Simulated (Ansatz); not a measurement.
`C[SiH2]B(F)Cl` + `FC(F)(F)C1=CC(C(F)(F)F)=[O+][Al-]([F])([Cl])[O]1` → `C[SiH2][Al]([F])[Cl]` + `F[B-]1(Cl)OC(C(F)(F)F)=CC(C(F)(F)F)=[O+]1`  (redistribution)

Gas-phase electronic energies from Ansatz, PBE0-D4/def2-TZVP geometries. CCSD(T)/CBS adds triple-zeta CCSD(T) − MP2 to the extrapolated MP2 energy (def2 sets, frozen cores). Functionals use def2-TZVPP. Each species was taken in one conformer, which may not be the lowest.

`C[SiH2]B(F)Cl`:

Cartesian coordinates in Å:
```
C -0.068 0.916 1.171
Si 0.704 -0.325 0.005
B -0.567 -0.858 -1.486
F -0.224 -1.729 -2.413
Cl -2.186 -0.180 -1.610
H -0.969 0.503 1.632
H 0.628 1.191 1.966
H -0.352 1.823 0.634
H 1.099 -1.568 0.729
H 1.935 0.228 -0.628
```

`FC(F)(F)C1=CC(C(F)(F)F)=[O+][Al-]([F])([Cl])[O]1`:

Z-matrix (Å, degrees):
```
C
F 1 1.334
F 1 1.334 2 108.0
F 1 1.317 2 108.9 3 118.2
C 1 1.538 2 109.7 3 -119.4
C 5 1.387 1 117.8 2 59.4
O 5 1.260 1 115.9 2 -120.4
C 6 1.387 5 120.2 1 -179.0
H 6 1.080 5 119.9 1 0.2
Al 7 1.821 5 126.1 1 -178.9
O 8 1.260 6 126.3 5 -0.8
C 8 1.538 6 117.8 5 179.1
F 10 1.640 7 108.9 5 -114.4
Cl 10 2.082 7 110.2 5 111.2
F 12 1.334 8 109.6 6 59.7
F 12 1.317 8 111.6 6 -179.6
F 12 1.334 8 109.7 6 -58.8
```

`C[SiH2][Al]([F])[Cl]`:

```xyz
10

C    -0.931   -0.760    1.151
Si   -0.202    0.720    0.255
Al    1.274    0.089   -1.579
F     1.569   -1.496   -1.920
Cl    2.233    1.490   -2.803
H    -0.142   -1.385    1.575
H    -1.582   -0.431    1.963
H    -1.518   -1.377    0.468
H    -1.283    1.580   -0.306
H     0.582    1.570    1.196
```

`F[B-]1(Cl)OC(C(F)(F)F)=CC(C(F)(F)F)=[O+]1`:

Cartesian coordinates in Å:
```
F -2.886 0.941 -0.903
B -1.639 0.521 -1.142
Cl -1.179 0.332 -2.888
O -1.434 -0.820 -0.455
C -0.329 -1.121 0.085
C -0.240 -2.578 0.540
F 0.942 -2.830 1.097
F -1.190 -2.831 1.431
F -0.399 -3.386 -0.499
C 0.704 -0.228 0.303
C 0.409 1.097 0.038
C 1.357 2.227 0.442
F 0.761 3.024 1.319
F 2.465 1.741 0.995
F 1.693 2.937 -0.626
O -0.663 1.498 -0.503
H 1.628 -0.525 0.767
```

Task: Is it downhill or uphill in electronic energy at CCSD(T)/CBS, and by how much? (Best estimate.)

Result: The calculation gave: Uphill: ΔE = +0.97 eV.

Task: What do these levels give: r2SCAN-D4, PBE0-D4, ωB97X-V, PBE, r2SCAN, PBE0, HF/def2-TZVPP, MP2/def2-TZVPP, SCS-MP2/def2-TZVPP, CCSD(T)/def2-TZVPP, MP2/def2-QZVPP, HF/CBS(def2)? (An estimate is asked.)

Result: Ansatz gave: r2SCAN-D4 0.97, PBE0-D4 0.85, ωB97X-V 0.95, PBE 0.80, r2SCAN 0.97, PBE0 0.84, HF/def2-TZVPP 1.18, MP2/def2-TZVPP 0.94, SCS-MP2/def2-TZVPP 1.00, CCSD(T)/def2-TZVPP 0.93, MP2/def2-QZVPP 0.97, HF/CBS(def2) 1.22 eV.

Largest T1 diagnostic among the species: 0.015.

In def2-TZVPP, CCSD(T) changes the Hartree–Fock value by −0.25 eV (the triples alone add −0.04 eV) and MP2 by −0.25 eV. From PBE to PBE0 (25 % exact exchange), in def2-TZVPP and without D4, ΔE moves by +0.04 eV.
